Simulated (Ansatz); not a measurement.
`[NH2][GeH2][SiH2]Cl` + `[F][Y]([Cl])[Cl]` → `[F][GeH2][SiH2]Cl` + `[NH2][Y]([Cl])[Cl]`  (redistribution)

Gas-phase electronic energies from Ansatz, PBE0-D4/def2-TZVP geometries. CCSD(T)/CBS is the MP2 limit (def2-TZVPP, def2-QZVPP) plus CCSD(T) − MP2 in def2-TZVPP, frozen cores. DFT in def2-TZVPP. B3LYP here is the variant with VWN-RPA as its local correlation; programs differ in this. Elements past krypton have def2 core potentials. For Ge, Y outer-core shells are correlated without core-valence functions, which leaves a few kJ/mol of doubt a bond. Scalar relativity is left out up to krypton. Each species was taken in one conformer, which may not be the lowest.

```
             level  ΔE (kJ/mol)  difference from CCSD(T)/CBS
         r2SCAN-D4         65.9                         -4.5
           PBE0-D4         68.1                         -2.3
          B3LYP-D4         65.1                         -5.3
           ωB97X-V         68.1                         -2.3
           ωB97M-V         66.4                         -4.0
            B2PLYP         63.4                         -7.0
              PBE0         66.3                         -4.1
    MP2/def2-TZVPP         65.2                         -5.2
SCS-MP2/def2-TZVPP         62.3                         -8.1
   CCSD/def2-TZVPP         62.8                         -7.6
CCSD(T)/def2-TZVPP         63.4                         -7.0
     HF/def2-QZVPP         61.0                         -9.4
    MP2/def2-QZVPP         70.0                         -0.4
SCS-MP2/def2-QZVPP         66.7                         -3.7
     MP2/CBS(def2)         72.2                          1.8
    CCSD/CBS(def2)         69.8                         -0.6
       CCSD(T)/CBS         70.4                            0
```

Largest T1 diagnostic among the species: 0.012.

In def2-TZVPP, CCSD(T) changes the Hartree–Fock value by +4.6 kJ/mol (the triples alone add +0.6 kJ/mol) and MP2 by +6.4 kJ/mol. The D4 term adds +3.6 kJ/mol with B3LYP and +1.9 kJ/mol with PBE0; it sums over pairs of atoms, weighted by their polarisabilities, and B3LYP, whose exchange is more repulsive, gets the larger term.
